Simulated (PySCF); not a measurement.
C₄H₄OSe, SMILES [SeH]c1ccoc1. Heavy atoms are numbered as in [SeH:1][c:2]1[cH:3][cH:4][o:5][cH:6]1. Hydrogens are named by the atom that carries them.

Coordinates come from a PBE-D3(BJ)/def2-SVP optimisation. The values are those of a single conformer.

The numbers are results of PySCF with PBE/def2-TZVP, not measurements.

ESP charges are fitted to the potential on shells at 1.4 to 2.0 van der Waals radii. Atomic charges (e), one atom of each kind:

```csv
atom,Löwdin,ESP fit,IAO
Se1 (SeH),0.27,-0.16,0.05
C2,…,0.01,-0.20
C3 (CH),-0.19,-0.20,-0.22
C4 (CH),…,-0.09,0.00
O5,…,-0.12,-0.21
C6 (CH),-0.25,0.00,0.00
H on Se1,…,0.11,0.06
H on C3,0.15,0.15,0.17
H on C4,…,0.17,0.17
H on C6,0.14,0.13,0.18
```

### Question
Fill in the missing entries. (The exact figures need the calculation; the answer reports its results.)

### Answer

- C2, Löwdin: -0.42
- C4 (CH), Löwdin: -0.25
- O5, Löwdin: 0.36
- H on Se1, Löwdin: 0.05
- H on C4, Löwdin: 0.13

Computed Mayer and Wiberg (Löwdin basis) orders of the bonds:
```tsv
bond	Mayer	Wiberg
Se1–C2	1.02	1.48
C2–C3	1.21	1.38
C3–C4	1.61	1.80
C4–O5	1.12	1.55
C2–C6	1.56	1.73
O5–C6	1.13	1.57
```
